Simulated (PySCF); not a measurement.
## Calculated data, Al$_{2}$FH$_{2}$N, BClH$_{3}$Si, BH$_{6}$NSi$_{2}$

Calculation on a computer-drawn molecule: optimised geometry and harmonic frequencies of an isolated molecule of the commonest isotopes, restricted reference for singlets and unrestricted otherwise, frozen core in MP2. Program: PySCF 2.14.0.

Common to all runs: charge 0; basis cc-pV(D+d)Z.

```yaml
- entry: 1
  formula: Al2FH2N
  start_structure:
    atoms_angstrom:
      - ["N", -3.1128, -2.4925, -0.6865]
      - [Al, -1.6848, -2.2175, -1.3522]
      - [Al, 0.6538, -1.7508, -2.3152]
      - [F, 0.7792, -1.8681, -3.9593]
      - [H, -4.0079, -2.6691, -0.2995]
      - [H, 1.9426, -1.3742, -1.5086]
  given:
    multiplicity: 1
    method: MP2
    drawn_bonds_atom: [1, 2, 3, 1, 3]
    drawn_bonds_other_atom: [2, 3, 4, 5, 6]
    drawn_bonds_order: [2, 1, 1, 1, 1]
  results:
    optimised_atom_element: ["N", Al, Al, F, H, H]
    "optimised_atom_x [angstrom]": [-3.087, -1.716, 0.6413, 0.8619, -4.015, 1.886]
    "optimised_atom_y [angstrom]": [-2.479, -2.236, -1.756, -1.852, -2.666, -1.383]
    "optimised_atom_z [angstrom]": [-0.6027, -1.488, -2.336, -3.993, -0.2458, -1.456]
    "modes_frequency [cm^-1]": [48.33, 52.89, 159.2, 334.2, 409.8, 436.9, 491.9, 661.3, 823.7, 1052, 2008, 3736]
    "modes_reduced_mass [dalton]": [11.65, 10.89, 13.1, 6.071, 1.156, 1.203, 1.203, 1.109, 17.41, 8.977, 1.044, 1.086]
    "rotational_constants [GHz]": [22.31, 1.58, 1.476]
    "total_energy [hartree]": -639.4093
    "convergence_status_largest_gradient_component [hartree/bohr]": 3.016e-05
- entry: 2
  formula: BClH3Si
  start_structure:
    atoms_angstrom:
      - [B, -2.1465, 0.9293, 0.0656]
      - [Si, -0.8374, 0.3576, -1.0784]
      - [Cl, 0.7294, 1.3996, -1.6629]
      - [H, -2.1182, 2.0968, 0.5067]
      - [H, -3.1177, 0.2476, 0.3613]
      - [H, -0.6354, -0.9135, -1.7713]
  given:
    multiplicity: 2
    method: HF
    drawn_bonds_atom: [1, 2, 1, 1, 2]
    drawn_bonds_other_atom: [2, 3, 4, 5, 6]
    drawn_bonds_order: [1, 1, 1, 1, 1]
  results:
    optimised_atom_element: [B, Si, Cl, H, H, H]
    "optimised_atom_x [angstrom]": [-2.188, -0.8144, 0.8129, -2.146, -3.082, -0.708]
    "optimised_atom_y [angstrom]": [0.9774, 0.3435, 1.468, 2.082, 0.224, -0.9781]
    "optimised_atom_z [angstrom]": [0.08148, -1.111, -1.683, 0.5345, 0.3421, -1.743]
    "modes_frequency [cm^-1]": [46.9, 189.3, 414.6, 524.4, 656.0, 761.2, 866.9, 890.1, 1229, 2378, 2692, 2793]
    "modes_reduced_mass [dalton]": [1.401, 3.207, 1.016, 7.294, 1.384, 4.382, 1.24, 1.146, 1.174, 1.043, 1.05, 1.129]
    "rotational_constants [GHz]": [24.99, 3.649, 3.184]
    "total_energy [hartree]": -774.8593
    spin_squared: 0.762
    "convergence_status_largest_gradient_component [hartree/bohr]": 7.655e-06
- entry: 3
  formula: BH6NSi2
  start_structure:
    atoms_angstrom:
      - ["N", -0.7715, -1.4319, 2.411]
      - [B, -0.9918, -0.2497, 2.0784]
      - [Si, -1.2771, 1.4632, 1.365]
      - [Si, -0.1874, 1.9608, -0.6239]
      - [H, -0.5394, -2.3447, 2.8231]
      - [H, -2.8301, 1.7391, 1.1436]
      - [H, -0.9344, 2.5043, 2.3188]
      - [H, -0.4553, 3.3697, -1.1743]
      - [H, -0.5705, 1.082, -1.6964]
      - [H, 1.194, 1.7932, -0.4937]
  given:
    multiplicity: 1
    method: HF
    drawn_bonds_atom: [1, 2, 3, 1, 3, 3, 4, 4, 4]
    drawn_bonds_other_atom: [2, 3, 4, 5, 6, 7, 8, 9, 10]
    drawn_bonds_order: [2, 1, 1, 1, 1, 1, 1, 1, 1]
  results:
    optimised_atom_element: ["N", B, Si, Si, H, H, H, H, H, H]
    "optimised_atom_x [angstrom]": [-0.7398, -0.9824, -1.351, -0.187, -0.5505, -2.81, -0.9244, -0.4593, -0.6289, 1.271]
    "optimised_atom_y [angstrom]": [-1.421, -0.2829, 1.569, 1.959, -2.333, 1.715, 2.547, 3.336, 0.993, 1.804]
    "optimised_atom_z [angstrom]": [2.432, 2.038, 1.358, -0.6657, 2.755, 1.141, 2.387, -1.145, -1.698, -0.4495]
    "modes_frequency [cm^-1]": [92.89, 101.5, 263.1, 332.1, 385.0, 426.5, 538.1, 554.0, 561.4, 585.6, 627.8, 768.7, 828.3, 976.2, 1012, 1024, 1028, 2076, 2300, 2303, 2308, 2313, 2313, 4081]
    "modes_reduced_mass [dalton]": [4.71, 1.073, 2.29, 3.826, 1.161, 4.521, 4.264, 1.231, 1.224, 1.58, 1.402, 1.096, 1.179, 1.104, 1.05, 1.035, 1.044, 7.705, 1.03, 1.05, 1.046, 1.052, 1.023, 1.103]
    "rotational_constants [GHz]": [8.632, 1.867, 1.592]
    "total_energy [hartree]": -660.5092
    "convergence_status_largest_gradient_component [hartree/bohr]": 1.606e-05
```
